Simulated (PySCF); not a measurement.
Record of a relaxation.

CH4BrClSi.
SMILES with atom numbers: `[SiH3:1][C@H:2]([Cl:3])[Br:4]` (hydrogens: H5, H6, H7 on Si1; H8 on C2)

Computed by this run: PBE0-D3(BJ)/def2-SVP geometry optimisation, gas phase (PySCF 2.14.0); density fitting, grid level 1; the optimiser is geomeTRIC in internal coordinates, started from a GFN2-xTB structure with every atom displaced at random (about 0.01 Å). The frame can shift and turn from step to step; on so coarse a grid that alone can change the energy by a few meV, and forces under 0.02 eV/Å are noise.

Step 0: E = -91516.0077 eV, largest atomic force 1.437 eV/Å
```
atom  x, y, z in Å  |  force x, y, z in eV/Å
Si1    -0.982   -0.251    0.005    0.621   1.212  -0.457
C2      0.877    0.119   -0.174    0.289   0.367   0.153
Cl3     1.772   -1.016    0.841    0.186  -0.287   0.161
Br4     1.266    1.973    0.368   -0.180  -0.199  -0.105
H5     -1.325   -0.037    1.398   -0.216  -0.001   0.702
H6     -1.192   -1.599   -0.445   -0.267  -1.048  -0.300
H7     -1.660    0.745   -0.860   -0.249  -0.004  -0.108
H8      1.300    0.046   -1.184   -0.184  -0.041  -0.046
```

Step 1: E = -91516.0759 eV, largest atomic force 0.294 eV/Å
```
atom  x, y, z in Å  |  force x, y, z in eV/Å
Si1    -0.021   -0.239    0.228   -0.030  -0.285   0.066
C2      1.856    0.050    0.080    0.036  -0.080  -0.008
Cl3     2.763   -1.088    1.117   -0.167   0.143  -0.115
Br4     2.230    1.905    0.510    0.061   0.083   0.056
H5     -0.400   -0.044    1.653   -0.018   0.021  -0.013
H6     -0.307   -1.644   -0.207    0.023   0.074   0.053
H7     -0.750    0.704   -0.665    0.047   0.069  -0.010
H8      2.219   -0.089   -0.945    0.048  -0.026  -0.030
```

Step 2: E = -91516.0814 eV, largest atomic force 0.066 eV/Å
```
atom  x, y, z in Å  |  force x, y, z in eV/Å
Si1    -0.021   -0.248    0.232   -0.017  -0.064  -0.003
C2      1.852    0.054    0.072    0.014   0.004  -0.020
Cl3     2.743   -1.082    1.108   -0.018   0.001   0.006
Br4     2.239    1.910    0.517    0.006  -0.015  -0.005
H5     -0.403   -0.044    1.655   -0.002   0.014  -0.006
H6     -0.305   -1.651   -0.195    0.014   0.011   0.021
H7     -0.738    0.703   -0.665    0.004   0.021   0.005
H8      2.222   -0.088   -0.952   -0.001   0.028   0.001
```

Step 3: E = -91516.0818 eV, largest atomic force under 0.02 eV/Å
```
atom  x, y, z in Å  |  force x, y, z in eV/Å
Si1    -0.021   -0.250    0.232   -0.004  -0.007  -0.013
C2      1.851    0.055    0.069   -0.003   0.007  -0.009
Cl3     2.738   -1.083    1.107    0.006  -0.015   0.008
Br4     2.241    1.909    0.518    0.002   0.000  -0.001
H5     -0.402   -0.040    1.655    0.000   0.009   0.000
H6     -0.302   -1.654   -0.189    0.003  -0.004   0.008
H7     -0.737    0.703   -0.664   -0.003   0.001   0.006
H8      2.223   -0.083   -0.955   -0.001   0.009   0.001
```

Q: Summarise the path.

A: The energy falls by 0.0741 eV from step 0 to step 3; nine tenths of that is first reached at step 1. It falls at every step. The largest force goes from 1.437 to under 0.02 eV/Å. Among the bonds Si1–H6 changes most, from 1.436 to 1.492 Å; the atoms move by 0.035 Å rms after alignment.

What follows is the cost of the whole optimisation. On one thread, Arm Neoverse V1 (aarch64), shared host, this took 17 s wall and 0.42 GiB of memory at its peak.
